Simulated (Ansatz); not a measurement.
`O[SiH2][SiH2]F` + H₂S → `O[SiH2][SiH2]S` + H–F  (ligand exchange at the Si–F bond)

Isolated molecules relaxed with PBE0-D4/def2-TZVP in Ansatz; ΔE leaves out vibrations. CBS: MP2 limit from def2 TZ/QZ plus the TZ coupled-cluster correction, frozen cores. This one scheme is used for every species. Functionals use def2-TZVPP. B3LYP here is the variant with VWN-RPA as its local correlation; programs differ in this. One conformer a species, not always the lowest.

```csv
level,ΔE (kJ/mol),difference from CCSD(T)/CBS
PBE-D4,44.0,-13.5
r2SCAN-D4,57.2,-0.3
PBE0-D4,46.9,-10.6
B3LYP-D4,63.1,5.6
ωB97X-V,64.5,7.0
ωB97M-V,61.5,4.0
B2PLYP,69.2,11.7
PBE,50.8,-6.7
r2SCAN,58.8,1.3
PBE0,52.9,-4.6
B3LYP,74.2,16.7
HF/def2-TZVPP,90.8,33.3
MP2/def2-TZVPP,55.9,-1.6
SCS-MP2/def2-TZVPP,66.4,8.9
CCSD/def2-TZVPP,66.7,9.2
CCSD(T)/def2-TZVPP,61.0,3.5
HF/def2-QZVPP,93.5,36.0
MP2/def2-QZVPP,54.8,-2.7
SCS-MP2/def2-QZVPP,65.2,7.7
HF/CBS(def2),93.8,36.3
MP2/CBS(def2),52.5,-5.0
CCSD/CBS(def2),63.2,5.7
CCSD(T)/CBS,57.5,0
```

Largest T1 diagnostic among the species: 0.012.

The D4 term adds −11.1 kJ/mol with B3LYP and −6.0 kJ/mol with PBE0; it sums over pairs of atoms, weighted by their polarisabilities, and B3LYP, whose exchange is more repulsive, gets the larger term. In def2-TZVPP, CCSD(T) changes the Hartree–Fock value by −29.9 kJ/mol (the triples alone add −5.7 kJ/mol) and MP2 by −34.9 kJ/mol.
